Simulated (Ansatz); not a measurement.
## Ligand exchange: BH2Cl + C2H8GaN → BH2(NH2) + C2H6ClGa

Species: BH2Cl `BCl`, singlet; C2H8GaN `C[CH2][GaH][NH2]`, singlet; BH2(NH2), singlet; C2H6ClGa `C[CH2][GaH][Cl]`, singlet. The partners trade Cl for NH2: B–Cl and Ga–NH2 bonds give way to B–NH2 and Ga–Cl.

Shapes, held fixed at every level: PBE0-D4/def2-TZVP. Flexible molecules stand in one conformer, not always the lowest. Programs: Ansatz 0.2.0. The zero-point and thermal change to 298 K, harmonic and unscaled (PBE0-D4/def2-TZVP), is +6.2 kJ/mol.

```csv
level,kind,ΔH(298 K) (kJ/mol),less CCSD(T)/def2-TZVPP
HF/def2-SVP,Hartree–Fock,-146.8,-23.5
B3LYP-D4/def2-TZVPP,global hybrid,-133.1,-9.8
BHLYP-D4/def2-TZVPP,global hybrid,-137.4,-14.1
wB97X-V/def2-TZVPP,range-separated hybrid,-128.8,-5.5
B2PLYP/def2-TZVPP,double hybrid,-130.2,-6.9
MP2/def2-SVP,perturbation theory,-130.0,-6.7
CCSD/def2-TZVPP,coupled cluster or CI,-125.3,-2.0
CCSD(T)/def2-TZVPP,coupled cluster or CI,-123.3,0.0
```

The highest level, CCSD(T)/def2-TZVPP, gives ΔH(298 K) = -123.3 kJ/mol; the levels span -146.8 to -123.3. The column of differences is taken from that level and isn't an error. No measured value is set beside it here. Relativity is left out for Ga unless named. Correlated rows may include outer-core shells of Ga, which these sets cover unevenly.
